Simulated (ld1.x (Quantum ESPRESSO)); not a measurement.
technetium (Tc), TM semilocal: configuration errors across variants

```
Element                 : technetium (Tc)
Generator               : ld1.x (Quantum ESPRESSO) 7.5
Type                    : norm-conserving Troullier–Martins (semilocal form)
Functional              : PBE
Relativity              : scalar-relativistic
Frozen core             : [Kr]
Valence charge          : 7
Reference configuration : 4d5 5s0.5 5p0 (charge +1.5)
Partial waves           : 5p (bound, empty): rc 2.70 bohr; 4d (bound): rc 2.05 bohr; 5s (bound): rc 2.80 bohr
Local potential         : the s channel
Core correction         : Bessel-smoothed model core inside 1.60 bohr
```

All-electron excitation energies from the reference (eV): (1) 4d5 5s2 5p0 -14.701; (2) 4d5 5s1 5p0 -6.548; (3) 4d5 5s0 5p0 8.304; (4) 4d4 5s2 5p1 -8.095; (5) 4d6 5s1 5p0 -15.640; (6) 4d5 5s0 5p1 -1.966; (7) 4d4 5s0 5p0 37.009.

In the semilocal form every listed channel keeps its own potential, so the choice of the local channel does not act on these tests. It acts once the file is put into the separable form.

A semilocal file is local in each channel, so a ghost entry of none says nothing of the separable form that plane-wave codes build from it.

The overlap operator is not positive definite (basis up to 400 Ry) in “type PAW, which also changes the form from semilocal to separable; waves now 5s (bound): rcut 2.45, rcutus 2.80 bohr; 5s channel at 4.15 Ry: rcut 2.45, rcutus 2.80 bohr; 5p (bound): rcut 2.35, rcutus 2.70 bohr; 5p channel at 1.15 Ry: rcut 2.35, rcutus 2.70 bohr; 4d (bound): rcut 1.80, rcutus 2.05 bohr; 4d channel at 2.6 Ry: rcut 1.80, rcutus 2.05 bohr; local potential all-electron potential smoothed inside 1.75 bohr (lloc = -1); augmentation PSQ, inside the norm-conserving radii”. Such files are unfit for use, however small their errors in these radial tests.

3 further variants failed, have other tests or another functional or relativity, and are left out.

Errors AE − PS in meV (a dash: test not solved or not reliable):

```csv
change,(1),(2),(3),(4),(5),(6),(7),bound ghosts
base,-13,-1.5,-5.0,-215,-36,-1.0,-144,none
core correction Bessel-smoothed model core inside 1.92 bohr,-12,-1.4,-4.9,-210,-35,-1.0,-142,none
local potential the p channel,-13,-1.5,-5.0,-215,-36,-1.0,-144,none
"type PAW, which also changes the form from semilocal to separable; waves now 5s (bound): rcut 2.45, rcutus 2.80 bohr; 5s channel at 4.15 Ry: rcut 2.45, rcutus 2.80 bohr; 5p (bound): rcut 2.35, rcutus 2.70 bohr; 5p channel at 1.15 Ry: rcut 2.35, rcutus 2.70 bohr; 4d (bound): rcut 1.80, rcutus 2.05 bohr; 4d channel at 2.6 Ry: rcut 1.80, rcutus 2.05 bohr; local potential all-electron potential smoothed inside 1.75 bohr (lloc = -1); augmentation PSQ, inside the norm-conserving radii",-0.4,+0.4,-2.7,-60,-35,+0.6,-164,not determined (overlap not positive)
wave 5p (bound): rc 2.70 bohr becomes 5p (bound): rc 3.10 bohr,-13,-1.5,-5.0,-222,-36,-1.7,-144,none
```

**Question.** Give the same row for: all radii but the core radius scaled by about 1.22 (s 3.42, p 3.30, d 2.50 bohr).

**Answer.** -6.3, -2.3, -9.0, -114, -39, -3.6, -192; bound ghosts: none.
